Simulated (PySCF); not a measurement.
Energy of Fe²⁺ (iron, charge +2) between two integer charges

The 3d beta orbital of [Ar] 3d6 is emptied in steps (occupation f), with all orbitals relaxed, ending at [Ar] 3d5. Calculation: PySCF 2.14, in aug-cc-pVTZ (8s7p5d3f2g, 93 functions); no relativity, point nucleus. The exact energy is a straight line in f; departures are measured from the line between the end points of the same method.

```json
{"f": "1", "PBE0 (eV)": "0.000", "r2SCAN (eV)": "0.000", "LC-wPBE (eV)": "0.000"}
{"f": "0.8", "PBE0 (eV)": "-0.844", "r2SCAN (eV)": "-1.153", "LC-wPBE (eV)": "-0.431"}
{"f": "0.6", "PBE0 (eV)": "-1.274", "r2SCAN (eV)": "-1.736", "LC-wPBE (eV)": "-0.658"}
{"f": "0.4", "PBE0 (eV)": "-1.282", "r2SCAN (eV)": "-1.740", "LC-wPBE (eV)": "-0.668"}
{"f": "0.2", "PBE0 (eV)": "-0.858", "r2SCAN (eV)": "-1.160", "LC-wPBE (eV)": "-0.451"}
{"f": "0", "PBE0 (eV)": "0.000", "r2SCAN (eV)": "0.000", "LC-wPBE (eV)": "0.000"}
```

| method | E(f=0) − E(f=1) (eV) | −ε at f=1 (eV) | −ε at f=0.4 (eV) |
| --- | --- | --- | --- |
| PBE0 | 31.196 | 25.961 | 32.231 |
| r2SCAN | 31.006 | 23.831 | 32.444 |
| LC-wPBE | 31.585 | 28.937 | 32.094 |

Orbital energy along the path (eV):

| f | PBE0 | r2SCAN | LC-wPBE |
| --- | --- | --- | --- |
| 1 | -25.961 | -23.831 | -28.937 |
| 0.8 | -28.002 | -26.657 | -29.931 |
| 0.6 | -30.095 | -29.534 | -30.985 |
| 0.4 | -32.231 | -32.444 | -32.094 |
| 0.2 | -34.398 | -35.366 | -33.249 |
| 0 | -36.576 | -38.218 | -34.437 |

Reference removal energy between the ground levels: 30.651 ± 0.012 eV (measured; NIST Atomic Spectra Database, ionization energies). The calculation has no spin-orbit coupling. The determinant left behind need not be the lowest term of the ion.
